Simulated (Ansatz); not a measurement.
Several settings on one geometry of the cluster Sb₃ (the lowest doublet isomer of a short search) (that of the charge 0 doublet, r2SCAN-D4/def2-SVP). Ansatz on 4 threads of Arm Neoverse V1 on a shared host; times are rough.

```xyz
3

Sb   -0.533   -0.461   -1.475
Sb    0.950    1.203    0.080
Sb   -0.417   -0.743    1.396
```

Totals from different functionals, basis sets or treatments of relativity can't be compared as stabilities.

In the def2 sets Sb takes a core potential; there is no spin–orbit coupling. LC-ωPBE has ω = 0.4 bohr⁻¹.

The spins typed aren't always the lowest for that charge.

Problem. Give the basis size and estimate the energy, ⟨S²⟩ and time of these runs.

```csv
run,method,charge,state,further keys
1,UKS LC-ωPBE/def2-TZVPD,-1,singlet,scf: {omitted_lower_state_checks: [starts]}; forces asked
2,UKS LDA (SPW92)/def2-SVP,0,doublet,accuracy: high; scf: {lower_state_search: off}; forces asked
3,RKS BHLYP-D4/def2-mTZVP,1,singlet,fitting: {mean_field: def2-universal-jkfit}; scf: {omitted_lower_state_checks: [starts]}
```

Solution. 
```
run  functions  energy (Eh)  ⟨S²⟩  wall time
  1        168    -720.9496  1.03       17 s
  2         78    -719.7251  0.77      2.6 s
  3        108    -720.3789     –     0.95 s
```

At UKS LC-ωPBE/def2-TZVPD the unrestricted singlet has broken spin symmetry (⟨S²⟩ up to 1.03).
